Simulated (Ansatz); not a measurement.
`Cl[Si]Br` + `[SiH3]N[SiH3]` → `[SiH3]N([SiH3])[Si]Cl` + HBr at 400 K and 1 bar (ligand exchange at the Si–Br bond).

Computed with Ansatz on PBE0-D4/def2-TZVP structures; ΔE is electronic, products minus reactants. CBS: MP2 limit from def2 TZ/QZ plus the TZ coupled-cluster correction, frozen cores. This one scheme is used for every species. For Br outer-core shells are correlated without core-valence functions, which leaves a few kJ/mol of doubt a bond. Scalar relativity is left out up to krypton. One conformer a species, not always the lowest.

```tsv
species	CCSD(T)/CBS energy (Eh)	H − E (kJ/mol)	S (J/(mol·K))
`Cl[Si]Br`	-3322.23177	24.9	315.2
`[SiH3]N[SiH3]`	-637.10515	203.4	366.7
`[SiH3]N([SiH3])[Si]Cl`	-1385.41346	194.2	422.3
HBr	-2573.91920	27.6	207.2
```

H − E and S are ideal-gas, rigid-rotor, harmonic terms from PBE0-D4/def2-TZVP, for one conformer and one mirror image of each species. 1 Eh = 2625.50 kJ/mol, R = 8.31446 J/(mol·K).

Task: By hand: ΔE, ΔH, ΔS and ΔG.

Result: ΔE = (-1385.41346) + (-2573.91920) − (-3322.23177) − (-637.10515) = 0.00426 Eh = 11.2 kJ/mol. Δ(H − E) = 194.2 + 27.6 − 24.9 − 203.4 = -6.5, so ΔH = 4.7 kJ/mol. ΔS = 422.3 + 207.2 − 315.2 − 366.7 = -52.4 J/(mol·K). ΔG = 4.7 − 400 × (-52.4)/1000 = 25.7 kJ/mol.

Task: By hand: the equilibrium constant, and the temperature at which ΔG would vanish if ΔH and ΔS stayed fixed.

Result: log₁₀ K = −ΔG/(RT ln 10) = -3.4. ΔH and −TΔS have one sign here, so there is no such temperature.

TΔS isn't small against ΔH here. A doubt of 5 kJ/mol in ΔE shifts log₁₀ K by 0.7 here. Other conformers and mirror images would add mixing entropy, several J/(mol·K) or more a flexible species. Modes under 60 cm⁻¹, often nearly free rotors, make the harmonic entropy too high. These are equilibria of isolated gas molecules and say nothing of rates. Largest T1 diagnostic: 0.013 (customary marks: 0.02 for closed shells, 0.045 for open ones).
